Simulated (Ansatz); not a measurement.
Breaking the B1–I4 bond in BFHI (SMILES FBI) (multiplicity 1 held, fragments rigid). Energies count from the point at 2.136 Å.
Geometry at that point (charge 0, multiplicity 1):
```json
[
 {"atom": "B", "x (Å)": "-0.2447", "y (Å)": "-1.3335", "z (Å)": "0.8064"},
 {"atom": "F", "x (Å)": "0.7923", "y (Å)": "-1.7438", "z (Å)": "1.4967"},
 {"atom": "H", "x (Å)": "-1.2601", "y (Å)": "-1.9458", "z (Å)": "0.8179"},
 {"atom": "I", "x (Å)": "-0.0877", "y (Å)": "0.4586", "z (Å)": "-0.3457"}
]
```

Restricted levels (R-, RO-) in cc, def2 and unpolarised 6-31G sets keep to the state of the molecule at rest. Active spaces are followed from a long bond inwards. Curves can end on different states.

Frozen-core correlation. Filled d and f shells under p-block atoms count as core.

Run with Ansatz (Gaussian orbitals).  In def2 rows elements past Kr take small-core potentials, without spin–orbit coupling.

Energies in kcal/mol.

```
R (Å)  R-HF/def2-SVP  R-MP2/def2-SVP  SC-NEVPT2 on CASSCF(6,4)/def2-SVP  FIC-MRCISD+Q on CASSCF(6,4)/def2-SVP
-----  -------------  --------------  ---------------------------------  ------------------------------------
1.709           65.6            62.4                               62.8                                  63.4
1.923           12.1            11.0                               11.0                                  11.5
2.136            0.0             0.0                                0.0                                   0.0
2.350            6.0             6.4                                5.2                                   5.8
2.563           19.2            19.5                               16.3                                  18.3
2.884           42.1            41.5                               36.7                                  38.7
3.204           63.5            61.4                               54.3                                  56.0
3.738           92.7            86.8                               73.4                                  74.6
4.272          114.3           102.8                               81.4                                  82.3
4.913          132.4           111.4                               85.4                                  84.8
5.768          146.9           110.1                               85.4                                  85.4
6.836          156.2            98.9                               85.4                                  85.4
```

Doubts at one or more of the structures used: a restricted determinant that unrestricted orbitals would lower (R-HF/def2-SVP, R-MP2/def2-SVP); active orbitals that take no part (SC-NEVPT2 on CASSCF(6,4)/def2-SVP, FIC-MRCISD+Q on CASSCF(6,4)/def2-SVP).

Ansatz is an electronic-structure program.
